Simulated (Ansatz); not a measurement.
[TaS4]3- (TaS4³⁻), relaxed as a singlet with RKS PBE-D4/def2-SVPD in Ansatz, starting from the GFN2-xTB (ALPB water) geometry. Force threshold 0.02 eV/Å.

In the def2 sets Ta takes a core potential; there is no spin–orbit coupling. A multiply charged anion in the gas phase is held together partly by the finite basis. The highest occupied level of the charge -3 singlet lies above zero (up to 6.51 eV). The electron is either unbound and held by the finite basis, or the level is raised by self-interaction error. The relaxation made no stability test and no search for a lower SCF solution.

Start:

Cartesian coordinates in Å:
```
Ta 0.0000 0.0017 0.0005
S -1.2771 -1.0189 -1.6243
S 1.4713 -1.5335 0.8907
S -1.3745 0.8048 1.6664
S 1.1803 1.7459 -0.9333
```

| step | energy (eV) | largest force component (eV/Å) | SCF passes |
| --- | --- | --- | --- |
| 1 | -44864.8265 | 0.757 | 19 |
| 2 | -44864.8786 | 0.273 | 22 |
| 3 | -44864.8880 | 0.006 | 20 |

Force components are those of the run's own axes.

End:

```xyz
5

Ta    0.000    0.000    0.000
S    -1.301   -1.036   -1.654
S     1.498   -1.560    0.908
S    -1.398    0.819    1.696
S     1.201    1.777   -0.949
```

By distances, no bond broke or formed. The bond that changes most is Ta1–S5, from 2.30 to 2.35 Å (atoms count from 1).

No frequencies were taken in this run, so the end may be a saddle point.

Run time 3.7 s (4 threads of Arm Neoverse V2 on a shared host).
